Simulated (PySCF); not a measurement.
Theory: delta-SCF UKS SCAN, pcX-2 on the ionised atom, pcseg-1 elsewhere, spin-free X2C in PySCF 2.14.0. Geometries: PBE0-D3(BJ)/def2-SVP; isolated species, one conformer each. Values against the vacuum level.

(1) Rank by computed C 1s binding energy, lowest first.
A. C4 in `[CH3:1]/[C:2]([F:3])=[CH:4]\[C:5]#[N:6]`
B. C3 in `[CH3:1]/[C:2]([C:3]#[N:4])=[CH:5]\[F:6]`
C. C2 in `[CH3:1][C:2]#[C:3][Si@@H:4]1[O:5][CH2:6][CH2:7][C@@H:8]1[F:9]`
D. Carbon in `[SiH3]C([SiH3])Cl`
E. C5 in `[CH2:1]=[C:2]([C:3]#[N:4])[CH2:5][F:6]`

(2) Order these sites by rising F 1s binding energy.
A. Fluorine in `C/C(C#N)=C\F`
B. Fluorine in `N#CC/C=C/F`
C. Fluorine in `C1[C@@H]([Si@H](C#CC)OC1)F`
D. Fluorine in `C=C(C#N)CF`

## Answers

(1) C (290.44 eV), D (291.49 eV), A (291.89 eV), B (292.42 eV), E (294.10 eV).

The highest is bonded to F, C and 2 H, the lowest to C (triple bond) and C; the range is 3.66 eV.

(2) C (691.93 eV), D (693.39 eV), B (693.67 eV), A (693.96 eV).

The highest is bonded to C, the lowest to C; the range is 2.03 eV.

1 of these hole states is spin-contaminated (⟨S²⟩ 0.87, against 0.75; counted from 0.85) and less certain.
